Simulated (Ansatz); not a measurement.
```yaml
crystal:
  periodic: [false, false, false]
  atoms:
    - {symbol: F, position_ang: [0.062165, -0.317648, 1.290634]}
    - {symbol: C, position_ang: [1.023866, 0.380300, 0.503334]}
    - {symbol: O, position_ang: [0.931629, 0.193721, -0.732394]}
    - {symbol: Ga, position_ang: [-1.016348, -0.101097, -0.808937]}
    - {symbol: F, position_ang: [1.170294, 1.160346, 1.081342]}
    - {symbol: H, position_ang: [1.170294, 1.160346, 1.031342]}
    - {symbol: H, position_ang: [1.932149, -0.589721, 0.643399]}
    - {symbol: H, position_ang: [-1.594081, -1.516279, -1.274854]}
basis:
  gaussian: {orbitals: def2-SVPD}
hamiltonian: {xc: {name: r2SCAN50}, dispersion: d3bj}
```

```sh
$ ansatz run in.yaml --threads 4 --pin off --events-out ev --progress --plain --max-ram 10444MiB
```

Output, abridged:

```
Warning: the engine holds no damping parameters fitted to this dispersion correction and functional, so the run takes those fitted to r2scan50 beside the three-body term, which d3bj leaves out (hamiltonian.dispersion, under Limitations)
Functional definition: r2SCAN50
1464 factors; their error is unknown
mean field evaluation 1: about -58947.2330 eV, gradient 1.0e2 eV
mean field evaluation 2: about -58950.8405 eV, gradient 7.1e1 eV
mean field evaluation 4: about -58956.9772 eV, gradient 3.0e0 eV
mean field evaluation 8: about -58957.8745 eV, gradient 1.3e-1 eV
mean field evaluation 16: about -58958.4224 eV, gradient 5.8e-4 eV
mean field -58958.42236444 eV, -2166.6820584392 hartree, gradient 1.6e-5 eV, S^2 0.000000; 0 other end points of the search recorded, 0 dependent functions left out
reference -58958.42237405 eV, -2166.6820587924 hartree; 33, 33 occupied and 118, 118 virtual orbitals, 1464 factors
Total energy: -58958.46595453 eV, -2166.6836603455 hartree
```

In this input one atom was put on top of another. The calculation finished and met its thresholds. The result belongs to that input, not to the molecule as meant.
